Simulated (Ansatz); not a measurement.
Calculated with Ansatz (gas phase, PBE0-D4/def2-TZVP geometries, no zero-point term in ΔE). CCSD(T)/CBS adds triple-zeta CCSD(T) − MP2 to the extrapolated MP2 energy (def2 sets, frozen cores). One conformer a species, not always the lowest.

Consider the redistribution: `C[O][Al]([OH])[SiH3]` + `O[SiH2][SiH](Cl)Cl` → `C[O][Al]([OH])[Cl]` + `O[SiH2][SiH]([SiH3])Cl`.

| species | HF/CBS(def2) energy (Eh) |
| --- | --- |
| `C[O][Al]([OH])[SiH3]` | -722.75536 |
| `O[SiH2][SiH](Cl)Cl` | -1574.34754 |
| `C[O][Al]([OH])[Cl]` | -891.66722 |
| `O[SiH2][SiH]([SiH3])Cl` | -1405.45981 |

(1) Work out ΔE.

Largest T1 diagnostic among the species: 0.013.

Results:

(1) ΔE = (-891.66722) + (-1405.45981) − (-722.75536) − (-1574.34754) = -0.02413 Eh = -0.66 eV. CCSD(T)/CBS gives -0.61 eV.

From PBE to PBE0 (25 % exact exchange), in def2-TZVPP and without D4, ΔE moves by −0.05 eV. In def2-TZVPP, CCSD(T) changes the Hartree–Fock value by +0.05 eV (the triples alone add +0.01 eV) and MP2 by +0.03 eV.
